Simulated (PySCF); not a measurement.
# From computed data to an observable: chemical shift, span and skew from a shielding tensor

C₄HCl₂F, SMILES C(=C(C#C)F)(Cl)Cl. Atoms are numbered in the order given.

```xyz
8

C     -0.1553    -3.1289     0.0000
C      0.2258    -1.9815     0.0000
C      0.6920    -0.6280     0.0000
F      2.0159    -0.4666     0.0000
C     -0.1072     0.4543     0.0000
Cl    -1.8146     0.3185     0.0000
Cl     0.5454     2.0375     0.0000
H     -0.4988    -4.1494     0.0000
```
Charge 0, spin multiplicity 1.

Coordinates come from a ωB97X-D3(BJ)/def2-SVP optimisation. This is a generated structure with no PubChem entry under its InChIKey; it may be hypothetical.

GIAO shieldings from KT2/pcSseg-1 run with PySCF, non-relativistic, no solvent. The symmetric part of the tensor of F4 has the principal values 223.9, 255.8, 311.8 ppm. The same nucleus in CFCl3 has σ = 127.1 ppm at this level (PySCF, at its B3LYP-D3(BJ)/def2-TZVP geometry). Without spin–orbit terms, shifts of atoms bonded to Cl or Br come out too high.

Question: Work out the isotropic shielding, the ¹⁹F shift against CFCl3, the span and the skew.

Answer: 
σ(iso) = (σ11 + σ22 + σ33)/3 = 263.8 ppm. δ = σ(ref) − σ(iso) = 127.1 − (263.8) = -136.7 ppm.
Span Ω = σ33 − σ11 = 87.9 ppm. Skew κ = 3(σ(iso) − σ22)/Ω = 0.27. Tumbling in solution averages the tensor to δ; in a static solid the shielding alone would spread this spin-1/2 line over Ω.
